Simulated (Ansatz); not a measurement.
Basis-set extrapolation for CH₂ClNSSi (`S[Si]1(Cl)C=N1`) (PBE0-D4/def2-TZVP geometry, frozen core, Ansatz). Multiplicity 1, RHF reference.

|  | def2-TZVPP | def2-QZVPP |
| --- | --- | --- |
| HF | -1239.545053 | -1239.582249 |
| MP2 correlation | -0.820318 | -0.888428 |
| CCSD(T) correlation | -0.904735 | not run |

Energies in hartree. Use E(X) = E(∞) + A·exp(−7.88·√X) for Hartree–Fock and E(X) = E(∞) + B·X^(−2.97) for correlation, with X = 3 and 4, and add CCSD(T) minus MP2 of the smaller set to the MP2 limit.

Problem. What is the CCSD(T) energy at the basis-set limit?

Solution. HF limit: -1239.582249 + (-0.037196) × 0.13774 = -1239.58737. MP2 limit: -0.888428 + (-0.068110) × 0.74074 = -0.93888. Higher-order term: -0.904735 − (-0.820318) = -0.08442. Total: -1240.61067 hartree, 101.0 kcal/mol below CCSD(T)/def2-TZVPP.
